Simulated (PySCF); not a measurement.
# MLi for M along the alkali metals

MP2 with double-zeta basis sets in PySCF, for the lowest determinant that a PBE0 search found; no spin–orbit coupling. De refers to high-spin ground-configuration atoms.

```csv
M,basis,"reference, frozen orbitals",state (unpaired electrons),Re (Å),ωe (cm⁻¹),De (eV)
Li,def2-SVPD,"RHF, 0",singlet (closed shell),2.834,320,0.59
Na,jorge-DZP-DKH,"RHF, 1",singlet (closed shell),2.950,250,0.59
K,x2c-SVPall,"RHF, 5",singlet (closed shell),3.474,201,0.42
Rb,def2-SVP,"RHF, 0",singlet (closed shell),3.568,186,0.36
Cs,def2-SVP,"RHF, 0",singlet (closed shell),3.808,174,0.35
```

The shortest bond is that of Li2 (2.834 Å), the longest that of CsLi (3.808 Å).

The rows differ in basis set, which adds steps of its own.

Down a group the atoms grow and get heavier, so bonds lengthen and wavenumbers fall; this series shows no clear exception.

Correlated steps freeze the inner cores (0 to 5 orbitals); shallow outer-core shells are correlated. Weak bonds: CsLi, KLi, RbLi. Basis-set superposition, not corrected here, can be much of De in a small basis, most of all at correlated wavefunction levels. Spin–orbit coupling is left out. Where the molecule has an RHF reference, its open-shell atoms are computed with UHF.
